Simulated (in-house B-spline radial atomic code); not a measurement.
# Removing one electron from the ruthenium ion Ru¹⁴⁺

Closed shell [Ar] 3d10 4s2. Computed with a B-spline radial code for spherical atoms: Koopmans values of Dirac-Hartree-Fock plus a diagonal self-energy, in second order or with its direct term screened (direct RPA, with the hole-particle interaction, or full time-dependent Hartree-Fock), linearised in energy; no-pair Dirac-Coulomb Hamiltonian, finite nucleus. Shifts add to the Koopmans value (the ΔSCF shift is orbital relaxation alone); the final value takes TDHF screening with Breit and QED.

Command:
```bash
python run_mb.py task.json out
```
Settings (nuclear radius in fm, box in bohr, cutoff in hartree):
```
basis_form          2
Z                   44
core_configuration  [Ar] 3d10 4s2
rms_radius          4.4809
mass_number         102
speed_of_light      137.036
box_radius          5.873
lmax                7
intervals           60
virtual_cutoff      7744.0
```

Time taken, with all properties: 16 s on 1 thread of Arm Neoverse V2 (shared host).

Energies in eV:

```tsv
subshell	Koopmans	ΔSCF shift	second order	direct RPA	hole-particle	TDHF	Breit + QED	final
4s1/2	348.54	-0.216	?	?	?	?	?	?
```

Question: What does the self-energy do to 4s1/2?

Answer: It shifts the removal energy by 2.342 eV in second order, 1.511 with direct RPA, 1.776 with the hole-particle term and 2.021 with TDHF screening (quasi-particle weight 0.988); Breit and QED add -0.247 eV. The final value is 350.31 eV, against 348 ± 3 eV (NIST, tabulated theory).
